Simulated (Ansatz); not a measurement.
Born–Oppenheimer molecular dynamics of CH$_{8}$O$_{2}$Si$_{2}$ (13 atoms, charge 0, multiplicity 1). It starts from a rough guess of a transition structure, not a stationary point.

Computed with UKS BLYP-D4/STO-3G (Ansatz 0.2.0).

```yaml
ensemble: NVE (velocity Verlet)
time_step: 0.5 fs
steps_asked: 150
starting_velocities_drawn_for: 100 K
seed: 249478
```

First frame:

```xyz
13
Properties=species:S:1:pos:R:3
Si -0.896 0.608 0.298
O 0.987 -0.203 0.558
C 1.252 -1.414 1.186
O -0.226 1.653 1.259
H 0.779 0.862 1.234
H -1.766 -0.403 0.910
Si -0.991 0.969 -1.968
H 0.982 -2.239 0.521
H 0.687 -1.517 2.120
H 2.321 -1.481 1.409
H -0.850 -0.275 -2.736
H 0.023 1.897 -2.475
H -2.301 1.542 -2.317
```

(1) How far do the bonds stretch over the last three quarters of this one trajectory? (Pairs bonded in most of those frames.)

Results:

(1) 
```json
{"bond": "Si1–O2", "mean (Å)": "1.756", "spread (Å)": "0.067", "shortest": "1.66", "longest": "1.85"}
{"bond": "Si1–O4", "mean (Å)": "1.826", "spread (Å)": "0.128", "shortest": "1.60", "longest": "1.97"}
{"bond": "Si1–H6", "mean (Å)": "1.473", "spread (Å)": "0.018", "shortest": "1.45", "longest": "1.51"}
{"bond": "Si1–Si7", "mean (Å)": "2.300", "spread (Å)": "0.088", "shortest": "2.16", "longest": "2.40"}
{"bond": "O2–C3", "mean (Å)": "1.505", "spread (Å)": "0.125", "shortest": "1.31", "longest": "1.71"}
{"bond": "C3–H8", "mean (Å)": "1.124", "spread (Å)": "0.019", "shortest": "1.09", "longest": "1.15"}
{"bond": "C3–H9", "mean (Å)": "1.122", "spread (Å)": "0.023", "shortest": "1.09", "longest": "1.16"}
{"bond": "C3–H10", "mean (Å)": "1.118", "spread (Å)": "0.018", "shortest": "1.09", "longest": "1.15"}
{"bond": "O4–H5", "mean (Å)": "1.057", "spread (Å)": "0.050", "shortest": "0.97", "longest": "1.13"}
{"bond": "Si7–H11", "mean (Å)": "1.457", "spread (Å)": "0.009", "shortest": "1.44", "longest": "1.47"}
{"bond": "Si7–H12", "mean (Å)": "1.456", "spread (Å)": "0.009", "shortest": "1.44", "longest": "1.47"}
{"bond": "Si7–H13", "mean (Å)": "1.456", "spread (Å)": "0.017", "shortest": "1.43", "longest": "1.48"}
```

Mean temperature of the second half: 824 K. The conserved energy stayed within 0.3 meV per atom of its start (net change -0.099 meV per atom), so the integration is sound. The kinetic energy rose, since the run started high on the potential surface and went downhill. A run of 0.075 ps of so small a system gives no equilibrium averages. The orbitals were unrestricted but ended closed-shell. Limits of this set-up: minimal basis.

Time of the run: 10 min on 1 thread of Arm Neoverse V1, on a shared host, peak memory 0.12 GiB.
